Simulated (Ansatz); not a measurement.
Abstraction of Cl: CH7ClSi2 + C2H5Si2 → CH7Si2 + C2H5ClSi2

Species: CH7ClSi2 `[SiH3]C[SiH2]Cl`, singlet; C2H5Si2 `[SiH2]C#C[SiH3]`, doublet; CH7Si2 `[SiH2]C[SiH3]`, doublet; C2H5ClSi2 `[SiH3]C#C[SiH2]Cl`, singlet. A radical takes Cl: the energy is the difference in strength between two Si–Cl bonds in different surroundings.

Shapes, held fixed at every level: PBE0-D4/def2-TZVP. Flexible molecules stand in one conformer, not always the lowest. Programs: Ansatz 0.2.0. Electronic energies: no zero-point or thermal term.

(1) Estimate ΔE of this reaction.

## Answers

(1) B2PLYP/def2-TZVPP gives ΔE = +16.3 kJ/mol; the levels span +16.1 to +24.2. The median of the levels is +19.0. No measured value is set beside it here. Spin contamination: C2H5Si2 (⟨S²⟩ up to 0.88). Open shells run unrestricted.

| level | kind | ΔE (kJ/mol) |
| --- | --- | --- |
| HF/def2-TZVPP | Hartree–Fock | +16.1 |
| SPW92/def2-TZVPP | LDA | +24.2 |
| r2SCAN-D4/def2-TZVPP | meta-GGA | +21.4 |
| PBE0-D4/def2-TZVPP | global hybrid | +19.0 |
| r2SCAN0-D4/def2-TZVPP | global hybrid | +19.8 |
| wB97X-V/def2-TZVPP | range-separated hybrid | +16.9 |
| B2PLYP/def2-TZVPP | double hybrid | +16.3 |
